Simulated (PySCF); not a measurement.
Molecular orbitals of BiCl⁺

PBE0 at R = 2.383 Å; PySCF, scalar-relativistic core potentials, basis sets Bi def2-SVPD with ECP60, Cl def2-SVPD. State: ²Π (doublet), unpaired electrons π ↑. Only the outer orbitals are listed, counted within each symmetry, core potentials removing the inner ones.

```tsv
spin	orbital	occ.	ε (eV)	on Bi (%)	main shells (%)
α	7σ	1	-28.89	10	88 Cl s, 8 Bi s
α	8σ	1	-23.64	82	81 Bi s, 12 Cl s
α	9σ	1	-16.30	31	68 Cl p, 23 Bi p
α	4π	1	-15.50	14	85 Cl p, 14 Bi p
α	4π	1	-15.35	11	88 Cl p, 10 Bi p
α	5π	1	-12.47	86	86 Bi p, 14 Cl p
α	5π	0	-10.61	89	88 Bi p, 11 Cl p
α	10σ	0	-7.77	76	69 Bi p, 22 Cl p
α	11σ	0	-4.25	109	104 Bi s
β	7σ	1	-28.78	8	90 Cl s
β	8σ	1	-22.84	82	81 Bi s, 10 Cl s
β	9σ	1	-16.16	30	69 Cl p, 21 Bi p, 9 Bi s
β	4π	1	-15.37	8	90 Cl p
β	4π	1	-15.09	6	93 Cl p
β	5π	0	-10.21	91	90 Bi p, 9 Cl p
β	5π	0	-9.35	92	91 Bi p
β	10σ	0	-7.45	77	69 Bi p, 20 Cl p
```

Which are the highest filled and the lowest empty level, where do they sit, and how wide is the gap?

Highest filled α 5π at -12.47 eV (in %: 86 Bi p, 14 Cl p); lowest empty α 5π at -10.61 eV (in %: 88 Bi p, 11 Cl p); the gap at PBE0 is 1.86 eV. Both belong to one degenerate shell, split only by its one-sided filling, so this is no excitation gap.

```json
{
  "bond order (Mayer)": "1.18",
  "⟨S²⟩": "0.754",
  "charge on Bi (Mulliken, basis-dependent)": "1.35",
  "charge on Bi (Löwdin, basis-dependent)": "1.19",
  "dipole moment (positive dipole points towards Cl; it is taken about the centre of mass and depends on that origin)": "-1.99 D",
  "polarisability along the bond": "64.7 bohr³",
  "polarisability across the bond": "34.8 bohr³"
}
```

Shares are Mulliken populations and can fall outside 0 to 100 %.

Spin–orbit coupling is left out, which matters for elements this heavy, above all for dissociation energies. The state was picked by a PBE0 search and need not be the measured ground state.
